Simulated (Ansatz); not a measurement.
Geometry optimisation, RKS PBE/def2-SVP in Ansatz 0.2.0.

The input (input.yaml):

```yaml
crystal:
  periodic: [false, false, false]
  atoms:
    - { symbol: W, position_ang: [0.062211, -0.16011, 0.043729] }
    - { symbol: Cl, position_ang: [0.381936, 0.758306, 2.222704] }
    - { symbol: Cl, position_ang: [2.150058, 0.466062, -0.61637] }
    - { symbol: H, position_ang: [-0.274234, 1.472448, -0.145993] }
    - { symbol: Cl, position_ang: [-2.189239, -0.290414, 0.386806] }
    - { symbol: Cl, position_ang: [0.061077, -2.066638, -1.297774] }
    - { symbol: H, position_ang: [-0.397692, 0.430532, -1.449508] }
    - { symbol: F, position_ang: [1.325177, -2.241233, 1.864016] }
    - { symbol: H, position_ang: [1.326906, -1.603652, 2.546291] }
basis:
  gaussian: { orbitals: def2-SVP }
hamiltonian:
  xc: pbe
relax:
  f_tol: 0.03
  max_steps: 50
```

Launched with:

```bash
$ ansatz run input.yaml --threads 4 --pin off --max-ram 5120MiB --backend cpu --events-out ev --progress --plain --runs-dir out
```

Problem. Where does it end, and by what steps?

Solution. The forces met the threshold. After 7 steps the energy has fallen by 0.278 eV; H9 moved furthest, 0.56 Å. Joined: W1–F8 (3.04 → 2.36 Å).

| step | energy less start (eV) | largest force component (eV/Å) | accepted |
| --- | --- | --- | --- |
| 0 | 0.0000 | 0.484 | yes |
| 1 | -0.0960 | 0.230 | yes |
| 2 | -0.1979 | 0.414 | yes |
| 3 | -0.2466 | 0.613 | yes |
| 4 | -0.2687 | 0.192 | yes |
| 5 | -0.2727 | 0.100 | yes |
| 6 | -0.2759 | 0.166 | yes |
| 7 | -0.2776 | 0.029 | yes |

```xyz
9
Properties=species:S:1:pos:R:3
W 0.171 -0.304 0.106
Cl 0.571 0.669 2.321
Cl 2.218 0.423 -0.588
H -0.220 1.321 -0.058
Cl -2.050 -0.480 0.582
Cl 0.130 -2.099 -1.394
H -0.359 0.391 -1.319
F 0.979 -1.933 1.609
H 1.008 -1.223 2.296
```

Whether the end is a true minimum wasn't checked by a vibrational analysis.

The run took 12 s on 4 threads of INTEL(R) XEON(R) PLATINUM 8581C CPU @ 2.10GHz (Emerald Rapids), on a shared host, peak memory 0.22 GiB.
